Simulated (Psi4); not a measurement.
HIn, charge -1, doublet, at a GFN2-xTB geometry (such geometries of metal compounds can be far from the true shape) (a state made from the parent by changing its charge; the spin is typed, not shown lowest) (core potentials on In) (a gas-phase anion, which may not be bound at this level); Psi4 1.11 with B3LYP/def2-TZVP.

Psi4 was given this input:
```
memory 2 GB

molecule mol {
-1 2
  In   -0.000000   -0.000000   -0.035763
  H     0.000000    0.000000    1.752387
}

set basis def2-tzvp
set reference uks
set scf_type pk
set puream true
set d_convergence 1e-8
set dft_radial_points 99
set dft_spherical_points 590

energy('b3lyp')
print_variables()
```

Output, abridged:

```
   => Loading Basis Set <=

    Name: DEF2-TZVP
    Role: ORBITAL
    Keyword: BASIS

    !!!  WARNING: ECP capability is in beta. Please check occupations closely.  !!!

         ---------------------------------------------------------
                                   SCF
               by Justin Turney, Rob Parrish, Andy Simmonett
                          and Daniel G. A. Smith
                              UKS Reference
         ---------------------------------------------------------

  ==> Geometry <==

    Molecular point group: c2v
    Full point group: C_inf_v

    Geometry (in Angstrom), charge = -1, multiplicity = 2:

       Center              X                  Y                   Z               Mass
    ------------   -----------------  -----------------  -----------------  -----------------
         IN           0.000000000000     0.000000000000    -0.015547544141   114.903878776000
         H            0.000000000000     0.000000000000     1.772602455859     1.007825032230

  Running in c2v symmetry.

  Rotational constants: A = ************  B =      5.27711  C =      5.27711 [cm^-1]
  Rotational constants: A = ************  B = 158203.74669  C = 158203.74669 [MHz]
  Nuclear repulsion =    6.214647218672930

  Charge       = -1
  Multiplicity = 2
  Electrons    = 23
  Nalpha       = 12
  Nbeta        = 11

  ==> Algorithm <==

  SCF Algorithm Type is PK.
  DIIS enabled.
  MOM disabled.
  Fractional occupation disabled.
  Guess Type is SAD.
  Energy threshold   = 1.00e-06
  Density threshold  = 1.00e-08
  Integral threshold = 1.00e-12

  ==> Primary Basis <==

  Basis Set: DEF2-TZVP
    Blend: DEF2-TZVP
    Number of shells: 20
    Number of basis functions: 56
    Number of Cartesian functions: 65
    Spherical Harmonics?: true
    Max angular momentum: 3

  Core potential: DEF2-TZVP
    Number of shells: 4
    Number of ECP primitives: 18
    Number of ECP core electrons: 28
    Max angular momentum: 3

  ==> DFT Potential <==

   => LibXC <=

    Version 7.1.2
    S. Lehtola, C. Steigemann, M. J. T. Oliveira, and M. A. L. Marques,  SoftwareX 7, 1–5 (2018) (10.1016/j.softx.2017.11.002)

   => Composite Functional: B3LYP <=

    B3LYP Hyb-GGA Exchange-Correlation Functional

    P. J. Stephens, F. J. Devlin, C. F. Chabalowski, and M. J. Frisch,  J. Phys. Chem. 98, 11623 (1994) (10.1021/j100096a001)

    Deriv               =              1
    GGA                 =           TRUE
    Meta                =          FALSE

    Exchange Hybrid     =           TRUE
    MP2 Hybrid          =          FALSE

   => Exchange Functionals <=

    0.0800   Slater exchange
    0.7200         Becke 88

   => Exact (HF) Exchange <=

    0.2000               HF

   => Correlation Functionals <=

    0.1900   Vosko, Wilk & Nusair (VWN5_RPA)
    0.8100   Lee, Yang & Parr

   => LibXC Density Thresholds  <==

    XC_HYB_GGA_XC_B3LYP:  1.00E-15

   => Molecular Quadrature <=

    Radial Scheme          =       TREUTLER
    Pruning Scheme         =           NONE
    Nuclear Scheme         =       TREUTLER

    Blocking Scheme        =         OCTREE
    BS radius alpha        =              1
    Pruning alpha          =              1
    Radial Points          =             99
    Spherical Points       =            590
    Total Points           =         111322
    Total Blocks           =            913
    Max Points             =            255
    Max Functions          =             56
    Weights Tolerance      =       1.00E-15

  ==> Integral Setup <==

  Using in-core PK algorithm.
   Calculation information:
      Number of atoms:                   2
      Number of AO shells:              20
      Number of primitives:             35
      Number of atomic orbitals:        65
      Number of basis functions:        56

      Integral cutoff                 1.00e-12
      Number of threads:                 1

  Performing in-core PK
  Using 2548812 doubles for integral storage.
[...]
     A1        25      25
     A2         5       5
     B1        13      13
     B2        13      13
   -------------------------
    Total      56      56
   -------------------------

  ==> Iterations <==

                        Total Energy        Delta E     RMS |[F,P]|

   @UKS iter SAD:  -189.89628268947166   -1.89896e+02   0.00000e+00
   @UKS iter   1:  -190.54756888408841   -6.51286e-01   1.98540e-02 ADIIS/DIIS
   @UKS iter   2:  -190.48588084124296    6.16880e-02   2.80047e-02 ADIIS/DIIS
   @UKS iter   3:  -190.79400678565980   -3.08126e-01   8.50880e-04 ADIIS/DIIS
   @UKS iter   4:  -190.79472439544011   -7.17610e-04   2.46385e-04 ADIIS/DIIS
   @UKS iter   5:  -190.79477394340472   -4.95480e-05   1.20485e-04 ADIIS/DIIS
   @UKS iter   6:  -190.79478163098378   -7.68758e-06   2.05452e-05 DIIS
   @UKS iter   7:  -190.79478237401702   -7.43033e-07   3.19418e-06 DIIS
   @UKS iter   8:  -190.79478239525892   -2.12419e-08   1.17984e-06 DIIS
   @UKS iter   9:  -190.79478239671772   -1.45880e-09   2.19283e-07 DIIS
   @UKS iter  10:  -190.79478239677792   -6.01972e-11   3.61986e-08 DIIS
   @UKS iter  11:  -190.79478239678116   -3.24007e-12   1.13218e-08 DIIS
   @UKS iter  12:  -190.79478239678144   -2.84217e-13   2.17735e-09 DIIS
  Energy and wave function converged.

  ==> Post-Iterations <==

   Electrons on quadrature grid:
      Nalpha   =   12.0000009956 ; deviation = 9.956e-07
      Nbeta    =   11.0000000127 ; deviation = 1.271e-08
      Ntotal   =   23.0000010083 ; deviation = 1.008e-06

   @Spin Contamination Metric:   1.947628937E-03
   @S^2 Expected:                7.500000000E-01
   @S^2 Observed:                7.519476289E-01
   @S   Expected:                5.000000000E-01
   @S   Observed:                5.000000000E-01

    Orbital Energies [Eh]
    ---------------------

    Alpha Occupied:

[...]
    Alpha Virtual:

[...]
    Beta Occupied:

[...]
    Beta Virtual:

[...]
    Final Occupation by Irrep:
             A1    A2    B1    B2
    DOCC [     6,    1,    2,    2 ]
    SOCC [     0,    0,    0,    1 ]
    NA   [     6,    1,    2,    3 ]
    NB   [     6,    1,    2,    2 ]

  @UKS Final Energy:  -190.79478239678144

   => Energetics <=

    Nuclear Repulsion Energy =              6.2146472186729298
    One-Electron Energy =                -352.5711059958611031
    Two-Electron Energy =                 169.5837039287191317
    DFT Exchange-Correlation Energy =     -14.0220275483124261
    Empirical Dispersion Energy =           0.0000000000000000
    VV10 Nonlocal Energy =                  0.0000000000000000
    Total Energy =                       -190.7947823967814429

  UHF NO Occupations:
  HONO-2 :    5 A1 1.9999344
  HONO-1 :    6 A1 1.9991133
  HONO-0 :    3 B2 1.0000000
  LUNO+0 :    7 A1 0.0008867
  LUNO+1 :    8 A1 0.0000656
  LUNO+2 :    2 A2 0.0000097
  LUNO+3 :    4 B2 0.0000094

Computation Completed

Properties will be evaluated at   0.000000,   0.000000,   0.000000 [a0]

Properties computed using the SCF density matrix

 Multipole Moments:

 ------------------------------------------------------------------------------------
     Multipole            Electronic (a.u.)      Nuclear  (a.u.)        Total (a.u.)
 ------------------------------------------------------------------------------------

 L = 1.  Multiply by 2.5417464519 to convert [e a0] to [Debye]
 Dipole X            :          0.0000000            0.0000000            0.0000000
 Dipole Y            :          0.0000000            0.0000000            0.0000000
 Dipole Z            :         -3.0142022            2.7327406           -0.2814616
 Magnitude           :                                                    0.2814616

 ------------------------------------------------------------------------------------

  Variable Map:
  ----------------------------------------------------------------------------
[...]
  Array Variable Map:
  ----------------------------------------------------------------------------
[...]
[...]
```
